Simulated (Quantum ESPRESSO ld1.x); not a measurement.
Problem. These are the eigenvalues of the occupied orbitals of an atom or ion with whole-number occupations (eV). Calculated with ld1.x of Quantum ESPRESSO 7.5: scalar-relativistic Kohn-Sham, LDA (Slater exchange, VWN5 correlation), spin-polarised, spherical densities, point nucleus.

| orbital | eigenvalue |
|---|---|
| 1s | -27728.745 |
| 2s | -4159.125 |
| 2p | -3736.148 |
| 3s | -794.820 |
| 3p | -656.295 |
| 3d | -440.566 |
| 4s | -127.035 |
| 4p | -85.623 |
| 4d | -26.263 |
| 5s | -15.303 |

Which element is it, and in what charge state? The configuration may be excited. Open shells, if any, are filled with parallel spins first.

Solution. Z = 49, indium, charge +1: In+ in [Kr] 4d10 5s2. The list shows which subshells hold electrons but not how many an open one holds; the 1s level, -1019 hartree, gives Z - s = 45.1 by -(Z - s)^2/2, which with screening and relativity narrows Z to a few neighbours, and the depths of the outer levels then fix element, charge and occupations together.
